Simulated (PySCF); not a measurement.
C4H2BrCl, SMILES C(/C(Br)=C\Cl)#C.

Coordinates come from a ωB97X-D3(BJ)/def2-SVP optimisation. The structure was generated by enumeration; whether it is a known compound was not checked.

The numbers are results of ωB97X-D3(BJ)/def2-SVP (PySCF), not measurements.

Frequencies are harmonic and unscaled.

```json
[
 {"mode": "1", "ν (cm⁻¹)": "120", "IR (km/mol)": "1.1", "moving atoms (share of kinetic energy)": "C 56 %, Cl 23 %, H 13 %"},
 {"mode": "2", "ν (cm⁻¹)": "192", "IR (km/mol)": "0.0", "moving atoms (share of kinetic energy)": "C 71 %, Cl 16 %"},
 {"mode": "3", "ν (cm⁻¹)": "197", "IR (km/mol)": "1.8", "moving atoms (share of kinetic energy)": "C 65 %, Br 16 %, Cl 14 %"},
 {"mode": "4", "ν (cm⁻¹)": "265", "IR (km/mol)": "9.2", "moving atoms (share of kinetic energy)": "C 76 %, H 23 %"},
 {"mode": "5", "ν (cm⁻¹)": "301", "IR (km/mol)": "0.3", "moving atoms (share of kinetic energy)": "Cl 54 %, Br 32 %, C 12 %"},
 {"mode": "6", "ν (cm⁻¹)": "454", "IR (km/mol)": "1.9", "moving atoms (share of kinetic energy)": "C 80 %, Br 12 %"},
 {"mode": "7", "ν (cm⁻¹)": "610", "IR (km/mol)": "0.0", "moving atoms (share of kinetic energy)": "C 90 %, H 10 %"},
 {"mode": "8", "ν (cm⁻¹)": "728", "IR (km/mol)": "32.0", "moving atoms (share of kinetic energy)": "H 75 %, C 25 %"},
 {"mode": "9", "ν (cm⁻¹)": "732", "IR (km/mol)": "28.0", "moving atoms (share of kinetic energy)": "C 83 %, H 15 %"},
 {"mode": "10", "ν (cm⁻¹)": "751", "IR (km/mol)": "13.7", "moving atoms (share of kinetic energy)": "H 65 %, C 34 %"},
 {"mode": "11", "ν (cm⁻¹)": "860", "IR (km/mol)": "99.3", "moving atoms (share of kinetic energy)": "C 73 %, Cl 21 %"},
 {"mode": "12", "ν (cm⁻¹)": "862", "IR (km/mol)": "19.0", "moving atoms (share of kinetic energy)": "H 73 %, C 27 %"},
 {"mode": "13", "ν (cm⁻¹)": "1069", "IR (km/mol)": "34.9", "moving atoms (share of kinetic energy)": "C 72 %, H 26 %"},
 {"mode": "14", "ν (cm⁻¹)": "1310", "IR (km/mol)": "2.4", "moving atoms (share of kinetic energy)": "H 68 %, C 32 %"},
 {"mode": "15", "ν (cm⁻¹)": "1708", "IR (km/mol)": "9.9", "moving atoms (share of kinetic energy)": "C 97 %"},
 {"mode": "16", "ν (cm⁻¹)": "2270", "IR (km/mol)": "8.6", "moving atoms (share of kinetic energy)": "C 91 %, H 9 %"},
 {"mode": "17", "ν (cm⁻¹)": "3260", "IR (km/mol)": "11.2", "moving atoms (share of kinetic energy)": "H 91 %, C 9 %"},
 {"mode": "18", "ν (cm⁻¹)": "3484", "IR (km/mol)": "78.6", "moving atoms (share of kinetic energy)": "H 85 %, C 15 %"}
]
```
